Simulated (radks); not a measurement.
Spherical quantum dot in the effective-mass picture: electrons in a parabolic well V = omega^2 r^2 / 2 with omega = 4.82, with a point charge +2 (a donor) at the centre, all in effective atomic units (hartree* = m*/eps^2 hartree, bohr* = eps/m* bohr), one dielectric constant everywhere. Method: non-relativistic Kohn-Sham, PBEsol, spin-polarised, spherical densities; computed with a radial shooting solver with Libxc functionals. Levels are named by radial order and angular momentum (1s, 1p, 1d, 2s, ...), and open shells are averaged over m. Results are scaled to m* = 0.338 and eps = 16.3, for which hartree* = 34.62 meV and bohr* = 2.552 nm. Each electron was tried in the lowest free levels, single moves between levels near the top were tried too, and the lowest total energy was kept; such a search can miss a lower state. At N = 1 the Hartree and exchange-correlation terms need not cancel, so that row can carry a self-interaction error.

N	open shells	2S	E (meV)	mu = E(N) - E(N-1) (meV)	addition energy mu(N+1) - mu(N) (meV)	e(HOMO) (meV)
1	1s(up 1, down 0)	1	55.1589	55.159	73.00	82.726
2	none	0	183.321	128.16	269.7	154.35
3	1p(up 1, down 0)	1	581.215	397.89	39.46	417.22
4	1p(up 2, down 0)	2	1018.57	437.36	40.78	457.67
5	1p(up 3, down 0)	3	1496.71	478.14	54.02	498.62
6	1p(up 3, down 1)	2	2028.87	532.16	37.32	550.49
7	1p(up 3, down 2)	1	2598.35	569.48	38.45	588.63
8	none	0	3206.29	607.93	152.7	627.25
9	2s(up 1, down 0)	1	3966.88	760.59	38.92	777.72
10	none	0	4766.38	799.51	66.82	816.48
11	1d(up 1, down 0)	1	5632.71	866.33	32.21	882.42
12	1d(up 2, down 0)	2	6531.24	898.53	32.22	914.65
13	1d(up 3, down 0)	3	7462.00	930.75	32.14	946.84
14	1d(up 4, down 0)	4	8424.89	962.89	32.01	978.92
15	1d(up 5, down 0)	5	9419.78	994.90	40.79	1010.8
16	1d(up 5, down 1)	4	10455.5	1035.7	30.66	1051.0
17	1d(up 5, down 2)	3	11521.8	1066.3	30.69	1081.7
18	1d(up 5, down 3)	2	12618.9	1097.0	30.64	1112.4
19	1d(up 5, down 4)	1	13746.5	1127.7	30.54	1143.0
20	none	0	14904.7	1158.2	159.0	1173.4
21	1f(up 1, down 0)	1	16221.9	1317.2	27.48	1330.9
22	1f(up 2, down 0)	2	17566.6	1344.7	27.45	1358.4
23	1f(up 3, down 0)	3	18938.7	1372.1	27.39	1385.8
24	1f(up 4, down 0)	4	20338.2	1399.5	27.31	1413.2
25	1f(up 5, down 0)	5	21765.0	1426.8	27.22	1440.4
26	1f(up 6, down 0)	6	23219.0	1454.0	27.12	1467.6
27	1f(up 7, down 0)	7	24700.2	1481.1	29.40	1494.7
28	1f(up 7, down 0) 2p(up 1, down 0)	8	26210.7	1510.6	27.68	1524.4
29	1f(up 7, down 0) 2p(up 2, down 0)	9	27749.0	1538.2	27.65	1552.1
30	1f(up 7, down 0) 2p(up 3, down 0)	10	29314.8	1565.9	31.35	1579.7
31	1f(up 7, down 1) 2p(up 3, down 0)	9	30912.1	1597.2	25.93	1610.2
32	1f(up 7, down 2) 2p(up 3, down 0)	8	32535.2	1623.2	25.90	1636.1
33	1f(up 7, down 3) 2p(up 3, down 0)	7	34184.3	1649.1	25.86	1662.0
34	1f(up 7, down 4) 2p(up 3, down 0)	6	35859.2	1674.9	25.80	1687.8
35	1f(up 7, down 5) 2p(up 3, down 0)	5	37560.0	1700.7	25.73	1713.6
36	1f(up 7, down 6) 2p(up 3, down 0)	4	39286.4	1726.5	-	1739.3

All shells are closed at N = 2, 8, 10, 20 (there: 1s2 1p6 1d10 2s2); the second difference of the energy has clear peaks (12 % above both neighbours; the first and last values, which can be the largest, are not judged, and half-filled shells can peak too) at N = 2, 5, 8, 10, 15, 20, 30.
